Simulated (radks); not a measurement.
Results of a calculation; reference values are marked as such.
All-electron atom: Ag II in [Ar] 3d10 4s2 4p5.75 4d10 4f0.25 (fractional occupations, a model configuration). Code: a radial shooting solver on a logarithmic mesh with Libxc functionals. Model: scalar-relativistic Kohn-Sham, LDA (Slater exchange, Perdew-Wang correlation), spin-unpolarised, spherical densities, finite nucleus; Fermi nuclear charge, rms radius 4.5454 fm.

Normalised radial functions P(r) = r R(r), r in bohr:

r	3s	3d	4s
0.005653	0.4286	0.0005	0.1878
0.006688	0.4748	0.0009	0.2079
0.007911	0.5199	0.0014	0.2277
0.009284	0.5595	0.0022	0.2449
0.01098	0.5940	0.0034	0.2599
0.01299	0.6164	0.0055	0.2695
0.01537	0.6210	0.0086	0.2713
0.01803	0.6025	0.0133	0.2628
0.02133	0.5519	0.0208	0.2401
0.02524	0.4620	0.0322	0.2000
0.02985	0.3269	0.0494	0.1400
0.03531	0.1443	0.0750	0.0591
0.04144	-0.0707	0.1104	-0.0358
0.04902	-0.3280	0.1630	-0.1489
0.05799	-0.5945	0.2367	-0.2651
0.0686	-0.8344	0.3367	-0.3676
0.08115	-1.0007	0.4678	-0.4348
0.09523	-1.0435	0.6241	-0.4443
0.1126	-0.9235	0.8199	-0.3773
0.1333	-0.6119	1.0403	-0.2226
0.1576	-0.1234	1.2688	0.0088
0.1865	0.4789	1.4799	0.2792
0.2188	1.0605	1.6358	0.5156
0.2589	1.5578	1.7207	0.6680
0.3062	1.8323	1.7010	0.6555
0.3622	1.8336	1.5693	0.4459
0.4285	1.5902	1.3403	0.0633
0.5028	1.2181	1.0640	-0.3859
0.5948	0.7974	0.7588	-0.8305
0.7036	0.4452	0.4842	-1.1330
0.8323	0.2083	0.2722	-1.2251
0.9846	0.0799	0.1324	-1.1137
1.155	0.0261	0.0573	-0.8831
1.367	0.0063	0.0198	-0.6013
1.617	0.0011	0.0056	-0.3540
1.913	0.0001	0.0012	-0.1787
2.263	0.0000	0.0002	-0.0762
2.655	0.0000	0.0000	-0.0283
3.141	0.0000	0.0000	-0.0081
3.715	0.0000	0.0000	-0.0018
4.395	0.0000	0.0000	-0.0003
5.158	0.0000	0.0000	0.0000
6.101	0.0000	0.0000	0.0000
7.217	0.0000	0.0000	0.0000
8.538	0.0000	0.0000	0.0000
10.1	0.0000	0.0000	0.0000
11.85	0.0000	0.0000	0.0000
14.02	0.0000	0.0000	0.0000
16.58	0.0000	0.0000	0.0000
19.62	0.0000	0.0000	0.0000
23.21	0.0000	0.0000	0.0000
27.23	0.0000	0.0000	0.0000
32.22	0.0000	0.0000	0.0000
38.11	0.0000	0.0000	0.0000

3s: eigenvalue -694.16 eV, 2 radial nodes at r = 0.0394, 0.163 bohr, <r> = 0.369 bohr, 90 % of the charge inside 0.544 bohr. 3d: eigenvalue -370.49 eV, 0 radial nodes, <r> = 0.346 bohr, 90 % of the charge inside 0.548 bohr. 4s: eigenvalue -106.49 eV, 3 radial nodes at r = 0.0391, 0.157, 0.439 bohr, <r> = 0.910 bohr, 90 % of the charge inside 1.32 bohr.
